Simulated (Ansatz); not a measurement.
IZn (SMILES [Zn+][I]), charge +1, singlet, geometry from GFN2-xTB (such geometries of metal compounds can be far from the true shape) (all electrons, no relativity); CAM-B3LYP/STO-3G (Ansatz, a quantum-chemistry and plane-wave program).

The Ansatz input:
Ansatz 0.2 input:
```yaml
crystal:
  periodic: [false, false, false]
  atoms:
    - {symbol: Zn, position_ang: [-0.00000000, -0.00000000, -1.52043851]}
    - {symbol: I, position_ang: [0.00000000, 0.00000000, 0.86062557]}
basis:
  gaussian:
    orbitals: STO-3G
hamiltonian:
  xc: cam_b3lyp
total_charge: 1
```

Q: What does Ansatz print? Leave out banner, timings and long lists.

A: 
```
Functional definition: CAM-B3LYP
438 factors; integrals over basis functions are off by at most 3.0e-4 eV
105 factors; integrals over basis functions are off by at most 5.0e-6 eV
mean field evaluation 1: about -233925.4225 eV, gradient 6.3e1 eV
mean field evaluation 2: about -234055.1396 eV, gradient 8.9e1 eV
mean field evaluation 4: about -234286.6940 eV, gradient 8.1e1 eV
mean field evaluation 8: about -234298.3362 eV, gradient 6.9e1 eV
mean field evaluation 16: about -234330.7397 eV, gradient 3.4e-5 eV
mean field evaluation 32: about -234319.7255 eV, gradient 1.5e-2 eV
mean field -234330.73970138 eV, -8611.4958489456 hartree, gradient 9.4e-6 eV, S^2 0.000000; 3 other end points of the search recorded, 0 dependent functions left out
reference -234330.73977691 eV, -8611.4958517213 hartree; 41, 41 occupied and 4, 4 virtual orbitals, 438 factors
Total energy: -234330.73977691 eV, -8611.4958517213 hartree
```
